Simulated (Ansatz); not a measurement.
`C=[C](O)[GaH2]`, charge 0, multiplicity 1.

Problem. Give a relaxed structure at PBE0-D4/def2-TZVP (Ansatz 0.2.0). (Estimate.)

Solution. Computed: 
Z-matrix (Å, degrees):
```
C
C 1 1.337
H 1 1.087 2 121.9
H 1 1.082 2 120.0 3 -180.0
O 2 1.367 1 118.6 3 -0.0
Ga 2 1.961 1 119.2 3 -180.0
H 5 0.960 2 109.7 1 180.0
H 6 1.575 2 117.6 1 -180.0
H 6 1.562 2 119.3 1 0.1
```
Point group Cs.
This is one stationary point; other conformers may exist.
